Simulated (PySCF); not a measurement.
CH₉NSi₂, SMILES N[Si@H](C)[SiH3].

The structure is a stationary point at PBE0-D3(BJ)/def2-SVP. The structure was generated by enumeration; whether it is a known compound was not checked. Other conformers were not sampled.

Calculation: TDDFT-LC-ωPBE/def2-SVPD (PySCF).

Vertical excitations. Gas-phase values at a fixed geometry.

Computed UV-visible absorptions:
```json
[
 {"state": "S1", "energy (eV)": "6.32", "λ (nm)": "196", "f": "0.030", "main pairs": "HOMO→LUMO 67 %, HOMO→LUMO+1 23 %"},
 {"state": "S2", "energy (eV)": "6.94", "λ (nm)": "179", "f": "0.044", "main pairs": "HOMO→LUMO+2 42 %, HOMO→LUMO+1 27 %"},
 {"state": "S3", "energy (eV)": "7.35", "λ (nm)": "169", "f": "0.020", "main pairs": "HOMO→LUMO+3 34 %, HOMO→LUMO+1 20 %, HOMO→LUMO 15 %, HOMO→LUMO+2 10 %"},
 {"state": "S4", "energy (eV)": "7.93", "λ (nm)": "156", "f": "0.061", "main pairs": "HOMO→LUMO+4 37 %, HOMO→LUMO+5 33 %, HOMO→LUMO+3 6 %"},
 {"state": "S5", "energy (eV)": "8.03", "λ (nm)": "154", "f": "0.206", "main pairs": "HOMO→LUMO+2 27 %, HOMO−1→LUMO 17 %, HOMO→LUMO+3 14 %, HOMO→LUMO+1 12 %"},
 {"state": "S6", "energy (eV)": "8.08", "λ (nm)": "153", "f": "0.286", "main pairs": "HOMO→LUMO+4 27 %, HOMO→LUMO+3 23 %, HOMO→LUMO+8 16 %, HOMO−1→LUMO 12 %"},
 {"state": "S7", "energy (eV)": "8.22", "λ (nm)": "151", "f": "0.013", "main pairs": "HOMO→LUMO+6 47 %, HOMO→LUMO+5 13 %, HOMO→LUMO+7 11 %"},
 {"state": "S8", "energy (eV)": "8.50", "λ (nm)": "146", "f": "0.023", "main pairs": "HOMO→LUMO+7 46 %, HOMO→LUMO+6 9 %, HOMO→LUMO+5 9 %"},
 {"state": "S9", "energy (eV)": "8.73", "λ (nm)": "142", "f": "0.020", "main pairs": "HOMO−2→LUMO 38 %, HOMO−2→LUMO+1 26 %, HOMO−1→LUMO+1 8 %"},
 {"state": "S10", "energy (eV)": "8.93", "λ (nm)": "139", "f": "0.081", "main pairs": "HOMO−2→LUMO 14 %, HOMO−2→LUMO+2 13 %, HOMO→LUMO+5 11 %, HOMO→LUMO+7 10 %"},
 {"state": "T1", "energy (eV)": "5.61", "λ (nm)": "221", "f": "0", "main pairs": "HOMO→LUMO 50 %, HOMO→LUMO+1 28 %, HOMO→LUMO+3 8 %"},
 {"state": "T2", "energy (eV)": "6.03", "λ (nm)": "206", "f": "0", "main pairs": "HOMO→LUMO+2 40 %, HOMO→LUMO+1 18 %, HOMO→LUMO+4 8 %, HOMO→LUMO+3 6 %"},
 {"state": "T3", "energy (eV)": "6.77", "λ (nm)": "183", "f": "0", "main pairs": "HOMO→LUMO+3 28 %, HOMO→LUMO 24 %, HOMO−1→LUMO 10 %, HOMO→LUMO+8 8 %"},
 {"state": "T4", "energy (eV)": "6.99", "λ (nm)": "177", "f": "0", "main pairs": "HOMO→LUMO+3 25 %, HOMO→LUMO+5 14 %, HOMO→LUMO+2 14 %, HOMO−1→LUMO 5 %"}
]
```
Triplets are in the Tamm–Dancoff approximation, which puts them higher than full response would, so one can lie above its singlet here.
Roots above 8.8 eV, the ΔSCF ionisation energy, lie in the ionisation continuum and depend on the basis.
